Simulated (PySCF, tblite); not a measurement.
One entry of a table of gas-phase calculations, keyed by method. Lists by class give the value and the number of equivalent atoms.

```json
{
 "formula": "C4H13ClSi3",
 "smiles": "[SiH3]C[SiH2]/C=C\\[SiH2]CCl",
 "charge": 0,
 "multiplicity": 1,
 "geometry_level": "GFN2-xTB",
 "electronic_structure_code": "PySCF",
 "results": {
  "GFN2-xTB geometry": {
   "point_group": "C1",
   "rotational_constants_GHz": [2.092, 0.338, 0.328]
  },
  "PBE0/pcSseg-1 ground state and GIAO shieldings, non-relativistic": {
   "dipole_D": 1.71,
   "homo_eV": -7.8,
   "lumo_eV": -1.24,
   "shift_vs_computed_TMS_C_by_class_ppm": [
    [160.4, 1],
    [152.8, 1],
    [33.0, 1],
    [-9.6, 1]
   ],
   "shift_vs_computed_TMS_H_by_class_ppm": [
    [7.67, 1],
    [7.5, 1],
    [4.49, 2],
    [4.4, 2],
    [3.97, 3],
    [3.14, 2],
    [-0.02, 2]
   ],
   "shielding_other_nuclei_by_class_ppm": [
    ["Si", 401.6, 1],
    ["Si", 404.0, 1],
    ["Si", 423.8, 1],
    ["Cl", 927.5, 1]
   ]
  },
  "GFN2-xTB harmonic vibrations, gas phase": {
   "strongest_ir_bands_cm-1_km_per_mol_modes": [
    [718.6, 455.9, 1],
    [808.1, 447.6, 1],
    [2190.6, 379.5, 1],
    [2221.5, 408.3, 1],
    [2230.8, 358.2, 1],
    [2253.0, 410.6, 1]
   ],
   "zpe_kcal_per_mol": 89.5
  }
 }
}
```

The zero-point energy, half the sum of the 57 harmonic wavenumbers, equals 31290 cm⁻¹ or 374 kJ/mol. With B = h/(8π²I), that is 505.379 GHz u Å² over I, the principal moments of inertia are 241.6, 1494.4 and 1538.8 u Å² (most abundant isotopes); the inertial defect Ic − Ia − Ib is -197.2 u Å² (zero for a rigid planar frame, negative otherwise). The dipole matches unit charges of opposite sign 0.36 Å apart (1 e·Å = 4.8032 D).

 NMR classes are plain means over equivalent atoms (diastereotopic ones count apart unless rotation or inversion swaps them), as if these changed places fast; in this geometry the members of some classes differ.

The values belong to the conformer `[SiH3:1][CH2:2][SiH2:3]/[CH:4]=[CH:5]\[SiH2:6][CH2:7][Cl:8]`: Si1–C2–Si3–C4 -179°, C2–Si3–C4–C5 -81°, C4–C5–Si6–C7 -83°, C5–Si6–C7–Cl8 -58°.
